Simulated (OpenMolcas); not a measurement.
## neutral cobalt: terms and fine structure

- Program: OpenMolcas
- Method: SS-CASPT2, IPEA 0.25 Eh, imaginary shift 0.1 Eh (closed shells correlated: 3s 3p 4s)
- Basis: ANO-RCC-VTZP [6s5p3d2f1g]
- Scalar Hamiltonian: DKH2, point nucleus
- Active space: 7 electrons in 5 orbitals (3d)
- State averaging: 2S+1 = 4 even, 10 roots; 2S+1 = 2 even, 40 roots (35 in the spin-orbit step)
- Spin-orbit coupling: RASSI with atomic mean-field integrals over the reference wave functions, term energies averaged over their components

With spin-orbit coupling, above the lowest level:

```tsv
Configuration	Term	J	E (cm-1)	Measured (cm-1)	g	Term weight %	Second
3d7 4s2	4F	9/2	0.0	0.0	1.333	100	
3d7 4s2	4F	7/2	831	816	1.238	100	
3d7 4s2	4F	5/2	1440	1407	1.029	100	
3d7 4s2	4F	3/2	1855	1809	0.400	100	
3d7 4s2	4P	5/2	14830	13795	1.600	100	
3d7 4s2	4P	3/2	15110	14036	1.723	97	3 2P
3d7 4s2	4P	1/2	15490	14399	2.648	99	
3d7 4s2	2G	9/2	15720		1.108	98	
3d7 4s2	2G	7/2	16510		0.889	100	
3d7 4s2	2P	3/2	20770		1.228	76	21 2D
3d7 4s2	2H	11/2	21230		1.091	100	
3d7 4s2	2P	1/2	21770		0.689	99	
3d7 4s2	2H	9/2	21930		0.913	98	
3d7 4s2	2D	5/2	22050		1.201	100	
3d7 4s2	2D	3/2	23450		0.916	78	21 2P
3d7 4s2	2F	5/2	35360		0.857	100	
3d7 4s2	2F	7/2	35680		1.143	100
```

Against the 6 measured excited levels shown (NIST Handbook of Basic Atomic Spectroscopic Data) the mean absolute deviation is 550 cm-1; the largest miss in energy is 3d7 4s2 4P 1/2: computed 15490, measured 14399 cm-1 (+7.6 %).

Spin-orbit coupling puts the lowest level 846 cm-1 below the lowest spin-free term.

A least-squares Racah fit to the terms below 60000 cm-1, each weighted by 2L + 1 and with a free common offset, gives B = 968 cm-1 and C = 3832 cm-1 (C/B = 3.96), with an rms deviation of 320 cm-1.

For 4F the intervals divided by the larger J are -166.2, -173.7, -184.8 cm-1. Landé's interval rule makes them equal in pure LS coupling; they differ by 11 % of their mean. The multiplet is inverted.

CASPT2 breaks the degeneracy within a term, and the mean is taken; among the terms shown or strongly mixed into the levels shown the widest spread is 1400 cm-1 (3d7 4s2 4F). Some high roots are left out of the spin-orbit mixing, which shifts the levels that they would mix with. With the s shell closed, the reference lacks s² → p², s² → d² and s → d mixing, so excited terms can stand far too high and out of order, with CASPT2 too. The CASPT2 spread within a term exceeds the gap to the next term for 3d7 4s2 2P and 3d7 4s2 2H, 3d7 4s2 2H and 3d7 4s2 2D, so the order of their levels is uncertain. Computed and measured levels are paired by configuration, term and J; levels that our copy of the source lacks, or whose pairing is in doubt (as where it misses far off the trend of its configuration), stay unpaired and out of the deviations. Levels of configurations outside the active space are missing. The first state left out of the spin-orbit step lies near 66000 cm-1 above the lowest spin-free state of the reference (among the parities and spins computed), and the list stops at four fifths of that energy or lower.

The CASPT2 steps took 5.7 s on 1 thread of AMD EPYC 9R45 96-Core Processor (Zen 5), with other jobs on the host; the integral step is not counted.

The term weight is that of the spin-free term in the level, not the purity of its configuration.
